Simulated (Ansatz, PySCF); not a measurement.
A series of adiabatic electron affinity values:

A. CB(C)[O] -> CB(C)[O-]
B. [O]B(Cl)Cl -> [O-]B(Cl)Cl
C. [NH]B(N)N → [NH-]B(N)N
D. C[SiH]F -> C[SiH-]F
E. [CH2]B(C)F → [CH2-]B(C)F

Quantity: adiabatic electron affinity (0 K, with B3LYP-D3(BJ) harmonic zero-point energies), kJ/mol. Geometries: B3LYP-D3(BJ)/def2-TZVP minima from Ansatz (a first-principles code), one conformer each, not searched for the lowest. Frequencies are from Ansatz or PySCF. Cores are frozen in the correlated levels unless marked. UHF or UKS for open shells. No spin-orbit coupling. Non-relativistic. Basis-set limits of correlation are two-point, X^-3; Hartree-Fock from the larger set. [CCSD(T)-MP2]/basis is that difference in the basis named. Anions need diffuse functions, which plain sets lack and def2-D sets hold few of. Positive means that the reaction releases energy.

```json
[
 {"": "A", "HSE06-D3(BJ)/def2-TZVPD (Ansatz + dftd3)": "199.4", "CAM-B3LYP-D3(BJ)/def2-TZVPD (Ansatz + dftd3)": "215.2", "RI-MP2/aug-cc-pV(Q+d)Z (Ansatz)": "275.1", "RI-MP2/CBS(aug-cc-pV(T+d)Z,aug-cc-pV(Q+d)Z)+[CCSD(T)-MP2]/aug-cc-pV(T+d)Z (Ansatz)": "235.5"},
 {"": "B", "HSE06-D3(BJ)/def2-TZVPD (Ansatz + dftd3)": "380.9", "CAM-B3LYP-D3(BJ)/def2-TZVPD (Ansatz + dftd3)": "399.1", "RI-MP2/aug-cc-pV(Q+d)Z (Ansatz)": "443.8", "RI-MP2/CBS(aug-cc-pV(T+d)Z,aug-cc-pV(Q+d)Z)+[CCSD(T)-MP2]/aug-cc-pV(T+d)Z (Ansatz)": "413.4"},
 {"": "C", "HSE06-D3(BJ)/def2-TZVPD (Ansatz + dftd3)": "124.7", "CAM-B3LYP-D3(BJ)/def2-TZVPD (Ansatz + dftd3)": "134.3", "RI-MP2/aug-cc-pV(Q+d)Z (Ansatz)": "175.0", "RI-MP2/CBS(aug-cc-pV(T+d)Z,aug-cc-pV(Q+d)Z)+[CCSD(T)-MP2]/aug-cc-pV(T+d)Z (Ansatz)": "156.8"},
 {"": "D", "HSE06-D3(BJ)/def2-TZVPD (Ansatz + dftd3)": "105.7", "CAM-B3LYP-D3(BJ)/def2-TZVPD (Ansatz + dftd3)": "116.9", "RI-MP2/aug-cc-pV(Q+d)Z (Ansatz)": "109.7", "RI-MP2/CBS(aug-cc-pV(T+d)Z,aug-cc-pV(Q+d)Z)+[CCSD(T)-MP2]/aug-cc-pV(T+d)Z (Ansatz)": "125.6"},
 {"": "E", "HSE06-D3(BJ)/def2-TZVPD (Ansatz + dftd3)": "140.4", "CAM-B3LYP-D3(BJ)/def2-TZVPD (Ansatz + dftd3)": "148.8", "RI-MP2/aug-cc-pV(Q+d)Z (Ansatz)": "166.1", "RI-MP2/CBS(aug-cc-pV(T+d)Z,aug-cc-pV(Q+d)Z)+[CCSD(T)-MP2]/aug-cc-pV(T+d)Z (Ansatz)": "161.3"}
]
```
